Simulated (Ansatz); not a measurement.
Na₂Cl₂. The state is a singlet with charge 0. Geometry PBE0-D4/def2-TZVP.

```xyz
4

Na   -0.840   -1.251   -0.522
Na    0.840    1.252    0.521
Cl    1.580   -0.658   -0.967
Cl   -1.580    0.657    0.968
```

LC-ωPBE has ω = 0.4 bohr⁻¹. HSE06 is defined as in plane-wave codes, on full-range PBE exchange. The structure comes from a short search, and lower isomers may exist.

(1) Estimate the orbital energies around the gap (eV) in Ansatz with PBE-D4/def2-SVP, B97M-V/def2-TZVP, PBE0-D4/def2-TZVPD, HSE06-D4/def2-TZVP, LC-ωPBE/def2-TZVP.

## Answers

(1) 
| orbital | PBE-D4/def2-SVP | B97M-V/def2-TZVP | PBE0-D4/def2-TZVPD | HSE06-D4/def2-TZVP | LC-ωPBE/def2-TZVP |
| --- | --- | --- | --- | --- | --- |
| HOMO−13 | -28.40 | -30.02 | -31.97 | -31.54 | -34.31 |
| HOMO−12 | -28.39 | -30.01 | -31.96 | -31.53 | -34.29 |
| HOMO−11 | -28.39 | -30.01 | -31.95 | -31.52 | -34.29 |
| HOMO−10 | -28.36 | -29.97 | -31.92 | -31.49 | -34.25 |
| HOMO−9 | -28.33 | -29.94 | -31.90 | -31.47 | -34.22 |
| HOMO−8 | -28.31 | -29.93 | -31.88 | -31.46 | -34.21 |
| HOMO−7 | -17.46 | -19.10 | -20.30 | -19.83 | -23.52 |
| HOMO−6 | -17.38 | -19.02 | -20.21 | -19.75 | -23.41 |
| HOMO−5 | -6.47 | -7.09 | -8.18 | -7.73 | -11.02 |
| HOMO−4 | -6.34 | -6.89 | -7.92 | -7.48 | -10.70 |
| HOMO−3 | -6.14 | -6.72 | -7.75 | -7.31 | -10.52 |
| HOMO−2 | -5.88 | -6.51 | -7.55 | -7.12 | -10.36 |
| HOMO−1 | -5.77 | -6.44 | -7.46 | -7.02 | -10.19 |
| HOMO | -5.69 | -6.36 | -7.40 | -6.96 | -10.18 |
| LUMO | -1.46 | -1.34 | -0.98 | -1.27 | 0.22 |
| LUMO+1 | -0.94 | -0.83 | -0.54 | -0.78 | 0.53 |
| LUMO+2 | 0.58 | 0.20 | 0.22 | 0.31 | 1.67 |
| LUMO+3 | 0.95 | 0.56 | 0.36 | 0.65 | 1.84 |
| LUMO+4 | 1.10 | 0.61 | 0.53 | 0.69 | 2.19 |
| LUMO+5 | 1.31 | 0.86 | 0.56 | 0.95 | 2.33 |
